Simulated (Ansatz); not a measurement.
GaH$_{3}$O (`[OH][GaH2]`), relaxed with RKS PBE0-D4/def2-TZVP in the Gaussian-basis code of Ansatz from a PBE-D4/def2-SVP geometry. The force threshold is 0.005 eV/Å; the program also tests the step.

Charge 0, multiplicity 1.

Start:

```xyz
5

O    -0.157   -0.112   -1.273
Ga    0.156   -0.171    0.505
H    -0.567    0.726   -1.556
H    -0.247    1.081    1.379
H     0.815   -1.524    0.946
```

(1) How much energy does the relaxation release, and in how many steps? (Estimate.)

(2) Which bonds change most? (An estimate is asked.)

(3) Give the relaxed structure. (Estimate.)

## Answers

(1) The calculation gave: 0.32 kcal/mol, in 5 steps.

(2) Computed: O1–Ga2 from 1.806 to 1.788 Å; O1–H3 from 0.975 to 0.959 Å; Ga2–H4 from 1.579 to 1.565 Å; Ga2–H5 from 1.569 to 1.556 Å.

(3) The calculation gave: 
```xyz
5

O    -0.161   -0.098   -1.262
Ga    0.157   -0.178    0.496
H    -0.565    0.724   -1.549
H    -0.243    1.065    1.359
H     0.811   -1.513    0.956
```
